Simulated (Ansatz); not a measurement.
Two isomers of C2H5NSeSi: A = `N=C=C([SiH3])[SeH]`, B = `C[SiH2][Se]C#N`.

Program: Ansatz. Geometries: PBE0-D4/def2-TZVP. ΔE: electronic, gas phase. CBS: MP2 limit from def2 TZ/QZ plus the TZ coupled-cluster correction, frozen cores. DFT in def2-TZVPP. For Se outer-core shells are correlated without core-valence functions, which leaves a few kJ/mol of doubt a bond. Scalar relativity is left out up to krypton. Each species was taken in one conformer, which may not be the lowest.

Task: Which isomer does CCSD(T)/CBS put lower? Give the gap. (Estimate.)

Result: Ansatz gave: B, by 179.9 kJ/mol.

Task: Give E(B) − E(A) in kJ/mol with B2PLYP, r2SCAN-D4, CCSD/def2-TZVPP, ωB97M-V, PBE0-D4, CCSD(T)/def2-TZVPP, PBE-D4. (Estimate.)

Result: Ansatz gave: B2PLYP -169.9, r2SCAN-D4 -156.0, CCSD/def2-TZVPP -181.5, ωB97M-V -169.7, PBE0-D4 -157.1, CCSD(T)/def2-TZVPP -178.9, PBE-D4 -149.5. None reverses the order clearly.

Largest T1 diagnostic: 0.013.

From PBE to PBE0 (25 % exact exchange), in def2-TZVPP and without D4, E(B) − E(A) moves by −7.5 kJ/mol.
